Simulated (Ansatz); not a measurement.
Gas-phase electronic energies from Ansatz, PBE0-D4/def2-TZVP geometries. CCSD(T)/CBS is the MP2 limit (def2-TZVPP, def2-QZVPP) plus CCSD(T) − MP2 in def2-TZVPP, frozen cores. This one scheme is used for every species, atoms too. Functionals use def2-TZVPP. No spin–orbit coupling; open shells (•) take unrestricted orbitals. Spin–orbit coupling would lower the free atoms: a little for C. For Mg outer-core shells are correlated without core-valence functions, so the limit isn't a true one: a few kJ/mol of doubt a bond, and 10 to 20 or more in all where bonds break to atoms.

Reaction (atomization): `C[N](C)[MgH]` → 2 C• + 7 H• + Mg (atom) + N•

Question: What is ΔE at CCSD(T)/CBS? (Best estimate.)

Answer: The calculation gave: +3662.6 kJ/mol.

Question: What do these levels give: r2SCANh-D4, PBE-QIDH, r2SCAN, CCSD(T)/def2-TZVPP, HF/def2-QZVPP, HF/CBS(def2)? (Best estimate.)

Answer: Computed: r2SCANh-D4 3639.6, PBE-QIDH 3622.9, r2SCAN 3654.4, CCSD(T)/def2-TZVPP 3556.2, HF/def2-QZVPP 2634.1, HF/CBS(def2) 2635.2 kJ/mol.

Largest T1 diagnostic among the species: 0.010.

The D4 term adds +29.0 kJ/mol with B3LYP and +15.2 kJ/mol with PBE0; it sums over pairs of atoms, weighted by their polarisabilities, and B3LYP, whose exchange is more repulsive, gets the larger term. In def2-TZVPP, CCSD(T) changes the Hartree–Fock value by +929.5 kJ/mol (the triples alone add +47.0 kJ/mol) and MP2 by +958.2 kJ/mol; breaking electron pairs costs correlation energy, which Hartree–Fock lacks. At CCSD(T), def2-SVP lies −191.9 kJ/mol from the extrapolated value and def2-TZVPP −106.5 kJ/mol: correlation converges slowly with the basis, and small sets miss more of it in the bonded molecule than in its fragments.

B3LYP here is the variant with VWN-RPA as its local correlation; programs differ in this.

For atomizations the MP2-based limit and the directly extrapolated one differ by several kJ/mol either way, and by 10 to 25 for some Ge, Se and Sn compounds, so smaller differences from it don't rank the levels.
